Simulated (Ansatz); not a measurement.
A nudged elastic band was laid between two geometries of CH$_{5}$F$_{2}$SbSi (10 atoms, charge 0, multiplicity 1).

These are results of Ansatz 0.2.0, RKS PBE0-D4/def2-SVP, not measurements.

```json
{"movable images": "5", "climbing image": "yes", "spring": "5.0 eV/Å²", "optimiser": "fire", "start path": "IDPP", "force threshold": "0.05 eV/Å", "iteration limit": "60", "end points": "relaxed"}
```

Image 0:

```xyz
10
Properties=species:S:1:pos:R:3
C -1.230 0.312 -0.244
Si 0.485 -0.036 -0.873
F 1.042 1.258 -1.703
Sb 2.010 -0.353 1.200
F 0.735 0.700 2.258
H -1.861 0.759 -1.028
H -1.169 0.993 0.618
H -1.698 -0.625 0.097
H 0.556 -1.202 -1.805
H 1.211 -1.857 1.483
```

Image 6:

```xyz
10
Properties=species:S:1:pos:R:3
C -1.273 0.075 -0.207
Si 0.438 -0.213 -0.875
F 0.755 0.863 -2.064
Sb 2.099 0.245 1.065
F 0.739 1.371 1.922
H -1.263 0.966 0.439
H -1.584 -0.785 0.406
H -2.002 0.213 -1.020
H 0.630 -1.571 -1.467
H 1.545 -1.217 1.802
```

(1) Which bonds break or form, and what moves?

(2) What energy profile does the band end with?

(3) What is the geometry of the highest image?

The band took 27 iterations and roughly 11 core-minutes.

## Answers

(1) No bond is made or broken. The dihedral H6–C1–Si2–Sb4 goes from 162 to 41°. The two ends are copies of one structure, up to a mirror image or an exchange of like atoms.

(2) The forces met the threshold. The highest image is number 3 of 0 to 6, 0.045 eV above the ends, which have the same energy within 2 meV. The order of the stationary point at the top wasn't checked.

| image | path coordinate (Å) | energy (eV) | dihedral H6–C1–Si2–Sb4 (°) |
| --- | --- | --- | --- |
| 0 | 0.00 | 0.000 | 162 |
| 1 | 0.58 | 0.013 | 142 |
| 2 | 1.15 | 0.036 | 122 |
| 3 | 1.73 | 0.045 | 102 |
| 4 | 2.42 | 0.034 | 78 |
| 5 | 3.12 | 0.013 | 58 |
| 6 | 3.81 | 0.000 | 41 |

(3) 
```xyz
10
Properties=species:S:1:pos:R:3
C -1.296 0.189 -0.240
Si 0.421 -0.206 -0.854
F 0.808 0.781 -2.100
Sb 2.066 0.279 1.102
F 0.581 0.975 2.182
H -1.596 1.168 -0.645
H -1.287 0.273 0.857
H -2.035 -0.562 -0.555
H 0.585 -1.599 -1.367
H 1.836 -1.350 1.624
```

Time of the run: 5.5 min on 2 threads of AMD EPYC 7B13 (Zen 3) (shared host), peak memory 0.31 GiB.
